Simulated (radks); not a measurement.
Results of a calculation; reference values are marked as such.
Task: Radial electron density D(r) = 4 pi r^2 rho(r) of an atom or ion with 52 electrons. Level of theory: Dirac Kohn-Sham, PBE, spin-unpolarised, spherical densities, point nucleus (a radial shooting solver on a logarithmic mesh with Libxc functionals).

| r (bohr) | D(r) (e/bohr) |
|---|---|
| 0.002096 | 7.825 |
| 0.002774 | 12.13 |
| 0.00367 | 18.35 |
| 0.004856 | 26.90 |
| 0.006374 | 37.47 |
| 0.008434 | 49.97 |
| 0.01116 | 62.14 |
| 0.01476 | 70.79 |
| 0.01938 | 72.90 |
| 0.02564 | 68.67 |
| 0.03393 | 63.88 |
| 0.04489 | 67.90 |
| 0.05892 | 82.06 |
| 0.07796 | 93.18 |
| 0.1032 | 84.81 |
| 0.1365 | 68.55 |
| 0.1792 | 70.94 |
| 0.237 | 79.19 |
| 0.3136 | 58.45 |
| 0.415 | 30.37 |
| 0.5491 | 28.40 |
| 0.7207 | 28.07 |
| 0.9536 | 15.64 |
| 1.262 | 8.595 |
| 1.669 | 6.767 |
| 2.191 | 3.510 |
| 2.899 | 0.8359 |
| 3.836 | 0.08190 |
| 5.076 | 0.002565 |

What is the nuclear charge?

Result: Z = 55. The innermost maximum, from 1s, lies near gamma/Z bohr with gamma = sqrt(1 - (Z/c)^2) = 0.916, here 0.0167 bohr (found: 0.0183), and its height grows with Z. The density is that of the caesium ion Cs3+ in [Kr] 4d8 5s2 5p6; the configuration itself is not fixed sharply by these data, and Z only to a few units. D(r) has 4 maxima, at r = 0.0183, 0.0805, 0.230, 0.634 bohr, and minima at 0.0356, 0.151, 0.479 bohr, inside which lie 2.02, 11.18, 29.00 electrons.
